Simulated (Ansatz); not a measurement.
`N[SiH](O)BO` + `N[SiH](N)O` → `N[Si@H](O)[Si@H](N)O` + `NBO`  (redistribution)

Program: Ansatz. Geometries: PBE0-D4/def2-TZVP. ΔE: electronic, gas phase. CCSD(T)/CBS is the MP2 limit (def2-TZVPP, def2-QZVPP) plus CCSD(T) − MP2 in def2-TZVPP, frozen cores. This one scheme is used for every species. One conformer a species, not always the lowest.

| species | HF/def2-QZVPP energy (Eh) |
| --- | --- |
| `N[SiH](O)BO` | -521.54124 |
| `N[SiH](N)O` | -476.43405 |
| `N[Si@H](O)[Si@H](N)O` | -841.49231 |
| `NBO` | -156.50142 |

Task: Work out ΔE.

Result: ΔE = (-841.49231) + (-156.50142) − (-521.54124) − (-476.43405) = -0.01844 Eh = -0.50 eV. CCSD(T)/CBS gives -0.58 eV.

Largest T1 diagnostic among the species: 0.013.

From PBE to PBE0 (25 % exact exchange), in def2-TZVPP and without D4, ΔE moves by +0.04 eV. In def2-TZVPP, CCSD(T) changes the Hartree–Fock value by −0.06 eV (the triples alone add −0.02 eV) and MP2 by −0.07 eV.
